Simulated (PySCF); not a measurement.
## Radial density of Zn⁺ (zinc, charge +1)

UHF, [Ar] 3d10 4s1, 2S determinant. All numbers are calculated (PySCF 2.14, the non-relativistic Hamiltonian (point nucleus), in def2-TZVP (6s5p4d1f, 48 functions)).

| r (bohr) | 4πr²ρ (e/bohr) | 4πr²(ρα − ρβ) |
| --- | --- | --- |
| 0.000711 | 0.1121 | 0.0000 |
| 0.00120 | 0.3089 | 0.0001 |
| 0.00201 | 0.8303 | 0.0003 |
| 0.00338 | 2.166 | 0.0008 |
| 0.00569 | 5.333 | 0.0019 |
| 0.00957 | 11.97 | 0.0041 |
| 0.0161 | 22.96 | 0.0074 |
| 0.0271 | 34.09 | 0.0090 |
| 0.0455 | 34.85 | 0.0034 |
| 0.0766 | 28.94 | -0.0015 |
| 0.129 | 38.61 | 0.0162 |
| 0.217 | 35.28 | -0.0064 |
| 0.365 | 19.22 | -0.0320 |
| 0.613 | 24.60 | -0.0150 |
| 1.03 | 10.69 | 0.0306 |
| 1.74 | 1.937 | 0.4363 |
| 2.92 | 0.4313 | 0.3401 |
| 4.91 | 0.03254 | 0.0324 |
| 8.26 | 0.0003621 | 0.0004 |

(1) Where is the radial spin density 4πr²(ρα − ρβ) most negative, and why is it negative at all?

Answers

(1) Around r = 0.365 bohr, down to -0.0320 e/bohr: exchange with the open shell polarises the paired shells in an unrestricted calculation.
